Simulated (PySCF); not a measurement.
**Ce⁵⁴⁺: ionisation energy**

Ce⁵⁴⁺ [He] 2s2 (1S) → Ce⁵⁵⁺ [He] 2s1 (2S), as a difference of total energies. Computed with PySCF 2.14 in an uncontracted even-tempered set (17 s from 31 bohr⁻², ratio 2.2; 8 p from 47 bohr⁻², ratio 2.4; 5 d from 140 bohr⁻², ratio 2.4; 5 f from 210 bohr⁻², ratio 2.4; 4 g from 320 bohr⁻², ratio 2.4), with no relativity, point nucleus. Correlated levels: nothing frozen; virtual orbitals above 40 to 60 times the deepest correlated orbital energy dropped. The calculations carry no spin-orbit coupling.

```csv
method,ionisation energy (eV)
UHF,10589.5
LDA,10584.7
PBE,10595.4
PBE0,10594.3
r2SCAN,10587.4
PW91,10596.3
PBEsol,10589.7
MP2 (all electrons),10599.6
SCS-MP2 (all electrons),10601.5
```

Question: How much does correlation contribute at MP2 (all electrons)?

Answer: 10599.6 − (10589.5) = 10.1 eV, measured against UHF.

The gap to the reference is mostly relativistic.

For comparison: 11210 ± 5 eV (theoretical estimate listed by NIST; NIST Atomic Spectra Database, ionization energies).
